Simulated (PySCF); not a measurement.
SiBrF₃, SMILES F[Si](F)(F)Br.

Geometry optimised at r2SCAN-D4/def2-SVP.

Computed with CAM-B3LYP/def2-TZVP (PySCF).

Symmetry labels are those of the subgroup Cs that the program uses (full group C3v).

Computed valence orbital energies around the gap with their symmetry:
```csv
orbital,symmetry,energy (eV)
HOMO−7,A",-15.25
HOMO−6,A',-15.25
HOMO−5,A',-14.64
HOMO−4,A",-14.64
HOMO−3,A",-14.13
HOMO−2,A',-13.07
HOMO−1,A",-11.02
HOMO,A',-11.02
LUMO,A',0.70
LUMO+1,A',2.26
LUMO+2,A",2.26
LUMO+3,A',2.94
```
